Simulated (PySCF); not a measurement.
Sn³⁺ (tin, charge +3) across methods

[Kr] 4d10 5s1, 2S determinant. Computed with PySCF 2.14 in x2c-TZVPPall, with the spin-free X2C one-electron Hamiltonian (Gaussian nucleus).

```
 method  E (hartree)  mean ε 4d α (eV)  mean ε 4d β (eV)  mean ε 5s α (eV)  Σ⟨r²⟩ (bohr²)   ⟨S²⟩
wB97X-V     -6174.27           -60.425           -60.214           -39.561          28.09  0.750
   MN15     -6178.62           -58.688           -58.419           -37.966          28.09  0.750
    M06     -6174.66           -58.087           -57.930           -37.593          28.04  0.750
   PBE0     -6174.21           -58.007           -57.718           -37.406          28.08  0.750
    LDA     -6168.51           -55.489           -55.217           -36.944          28.12  0.750
 PBEsol     -6171.27           -55.277           -54.972           -36.571          28.10  0.750
    UHF  -6171.94350           -64.855           -64.600           -39.462          28.18  0.751
 r2SCAN     -6174.56           -55.959           -55.624           -36.687          28.05  0.751
    PBE     -6174.12           -55.286           -54.984           -36.483          28.12  0.750
```
